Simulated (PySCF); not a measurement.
C4H7P2Si (charge -1).
Bonds: C1–C2, C2–P3 (aromatic), P3–C4 (aromatic), C4–Si5, C4–C6 (aromatic), C6–P7 (aromatic), C2–P7 (aromatic). Hydrogens: H8, H9, H10 on C1; H11, H12, H13 on Si5; H14 on C6.

The closed-shell ground state was solved at several levels (PySCF, density fitting, gas phase, non-relativistic). Isolated species at its PBE0-D3(BJ)/def2-SVP geometry, gas phase. The geometry's basis has no diffuse functions, a weakness for an anion. No diffuse functions stand in pcSseg-1, which bears on an anion's orbital energies.

```csv
level,basis functions,HOMO (eV),LUMO (eV),gap (eV)
CAM-B3LYP/def2-SVPD,208,-2.27,4.47,6.74
B97-2/pcSseg-1,175,-0.96,3.90,4.86
```

Problem. Estimate the row for PBE0/pcSseg-1, a basis of 175 functions; the other rows only guide the guess.

Solution. HOMO -1.18 eV, LUMO 3.93 eV, gap 5.11 eV.

Problem. Over all these levels, which gives the widest orbital gap and which the narrowest?

Solution. CAM-B3LYP/def2-SVPD (range-separated hybrid) has the widest, 6.74 eV, and B97-2/pcSseg-1 (global hybrid, 21 % exact exchange) the narrowest, 4.86 eV. Functional and basis both differ between the two, so the spread mixes both effects.
